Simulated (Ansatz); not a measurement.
Calculated with Ansatz (gas phase, PBE0-D4/def2-TZVP geometries, no zero-point term in ΔE). CBS: MP2 limit from def2 TZ/QZ plus the TZ coupled-cluster correction, frozen cores. DFT in def2-TZVPP. For Ge outer-core shells are correlated without core-valence functions, which leaves a few kJ/mol of doubt a bond. Scalar relativity is left out up to krypton. Each species was taken in one conformer, which may not be the lowest.

Consider the redistribution: `C[NH][GeH]([F])[F]` + `[F][GeH]([Cl])[O][SiH3]` → `[F][GeH]([F])[O][SiH3]` + `C[NH][GeH]([F])[Cl]`.

`C[NH][GeH]([F])[F]`:

```xyz
10

C     0.961   -0.847    0.618
N     0.539   -0.035   -0.511
Ge   -1.063    0.764   -0.559
F    -2.233   -0.461   -0.244
F    -1.321    1.851    0.766
H     1.368   -0.261    1.450
H     1.718   -1.567    0.298
H     0.110   -1.418    0.993
H     1.290    0.469   -0.956
H    -1.369    1.502   -1.855
```

`[F][GeH]([Cl])[O][SiH3]`:

```xyz
9

F     0.743    0.829   -2.130
Ge    0.183    1.434   -0.617
Cl   -1.902    1.771   -0.857
O     0.448    0.191    0.565
Si   -0.007   -1.383    0.769
H     0.945    2.698   -0.254
H     1.091   -2.276    0.322
H    -1.235   -1.673   -0.013
H    -0.266   -1.591    2.214
```

`[F][GeH]([F])[O][SiH3]`:

Cartesian coordinates in Å:
```
F 1.088 1.320 1.744
Ge -0.089 0.081 1.571
F -1.592 0.913 1.517
O 0.157 -0.695 0.046
Si 0.123 -0.268 -1.550
H -0.039 -0.888 2.737
H 0.090 1.209 -1.692
H 1.344 -0.812 -2.192
H -1.082 -0.860 -2.180
```

`C[NH][GeH]([F])[Cl]`:

```xyz
10

C     0.497    0.635   -1.209
N     0.545   -0.455   -0.249
Ge   -0.734   -0.597    1.011
F    -0.294   -1.974    1.955
Cl   -0.777    1.039    2.408
H     0.788    1.608   -0.794
H    -0.516    0.733   -1.606
H     1.151    0.413   -2.055
H     1.476   -0.629    0.105
H    -2.136   -0.772    0.434
```

```tsv
level	ΔE (kJ/mol)
B97M-V	0.5
r2SCANh-D4	0.1
```

Q: What does CCSD(T)/CBS give? (Best estimate.)

A: Computed: +1.2 kJ/mol. The listed levels differ from it by -0.7, -1.1 kJ/mol.

Largest T1 diagnostic among the species: 0.012.

Leaving LDA and LC-ωPBE aside and taking each functional with its dispersion term where it has one, the values, not all of them listed here, spread over 1.7 kJ/mol, from r2SCAN-D4 to CAM-B3LYP-D4.
